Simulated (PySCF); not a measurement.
Field gradients from PBE0/pcSseg-1 densities (PySCF, non-relativistic) at GFN2-xTB geometries, isolated species, one conformer each; χzz is the principal value of largest magnitude, with Q(14N) = 0.02044 b, Q(17O) = −0.0256 b. GFN2-xTB bond lengths can be off by several hundredths of an ångström, more for odd bonds, and the gradients follow them. The small basis limits the accuracy of the gradients.

Q: These 14N couplings (χzz in MHz, η) are listed in rising order: (-5.844, 0.44); (-5.600, 0.34); (-5.021, 0.40); (-4.673, 0.18); (-3.987, 0.02); (-3.329, 0.68). Assign them to: the nitrile nitrogen of `N#CC1(C#N)CC12CC2`; the pyridine-type nitrogen of `Cc1cpcnc1[SiH3]`; N1 (imine nitrogen) in `[H]/[N:1]=[CH:2]\[CH2:3][CH2:4][Si@@H:5]([NH2:6])[O:7][SiH3:8]`; N2 (silicon-bound nitrogen) in `[CH3:1][N:2]([SiH3:3])[CH2:4][SiH2:5][C:6]([NH2:7])=[O:8]`; N4 (amide nitrogen) in `[CH3:1][C:2](=[O:3])[N:4]([CH3:5])[SiH2:6][NH:7][SiH3:8]`; the amide nitrogen of `C#CC#CC(=O)NC=C`.

A: -5.844 MHz, η 0.44: the pyridine-type nitrogen of `Cc1cpcnc1[SiH3]`; -5.600 MHz, η 0.34: N2 (silicon-bound nitrogen) in `[CH3:1][N:2]([SiH3:3])[CH2:4][SiH2:5][C:6]([NH2:7])=[O:8]`; -5.021 MHz, η 0.40: N1 (imine nitrogen) in `[H]/[N:1]=[CH:2]\[CH2:3][CH2:4][Si@@H:5]([NH2:6])[O:7][SiH3:8]`; -4.673 MHz, η 0.18: the nitrile nitrogen of `N#CC1(C#N)CC12CC2`; -3.987 MHz, η 0.02: the amide nitrogen of `C#CC#CC(=O)NC=C`; -3.329 MHz, η 0.68: N4 (amide nitrogen) in `[CH3:1][C:2](=[O:3])[N:4]([CH3:5])[SiH2:6][NH:7][SiH3:8]`.

Question: Rank these 17O sites by the size of the quadrupole coupling, smallest first.
A. The silanol oxygen of `C=NC[SiH2][Si@@H](O)C[SiH3]`
B. The aryl ether oxygen of `COc1nnc(C)cc1F`
C. The siloxane oxygen of `[H]/N=C\CC[Si@@H](N)O[SiH3]`
D. The amide oxygen of `CC(=O)N(C)[SiH2]N[SiH3]`
E. The amide oxygen of `C#CC#CC(=O)NC=C`
F. O7 (epoxide oxygen) in `[CH3:1][O:2][CH2:3][C@@:4]1([C:5]#[N:6])[O:7][C@H:8]1[F:9]`

Answer: C (6.527 MHz), A (7.728 MHz), D (8.816 MHz), E (9.792 MHz), B (11.31 MHz), F (12.29 MHz).

All sites together:

```tsv
nucleus	site	Vzz (au)	η	χzz (MHz)
14N	the nitrile nitrogen of N#CC1(C#N)CC12CC2	-0.973	0.18	-4.673
14N	the pyridine-type nitrogen of Cc1cpcnc1[SiH3]	-1.217	0.44	-5.844
14N	N1 (imine nitrogen) in [H]/[N:1]=[CH:2]\[CH2:3][CH2:4][Si@@H:5]([NH2:6])[O:7][SiH3:8]	-1.045	0.40	-5.021
14N	N2 (silicon-bound nitrogen) in [CH3:1][N:2]([SiH3:3])[CH2:4][SiH2:5][C:6]([NH2:7])=[O:8]	-1.166	0.34	-5.600
14N	N4 (amide nitrogen) in [CH3:1][C:2](=[O:3])[N:4]([CH3:5])[SiH2:6][NH:7][SiH3:8]	-0.693	0.68	-3.329
14N	the amide nitrogen of C#CC#CC(=O)NC=C	-0.830	0.02	-3.987
17O	the amide oxygen of C#CC#CC(=O)NC=C	-1.628	0.01	9.792
17O	the aryl ether oxygen of COc1nnc(C)cc1F	1.881	0.59	-11.31
17O	O7 (epoxide oxygen) in [CH3:1][O:2][CH2:3][C@@:4]1([C:5]#[N:6])[O:7][C@H:8]1[F:9]	-2.043	0.23	12.29
17O	the amide oxygen of CC(=O)N(C)[SiH2]N[SiH3]	-1.466	0.16	8.816
17O	the silanol oxygen of C=NC[SiH2][Si@@H](O)C[SiH3]	1.285	0.57	-7.728
17O	the siloxane oxygen of [H]/N=C\CC[Si@@H](N)O[SiH3]	1.085	0.01	-6.527
```
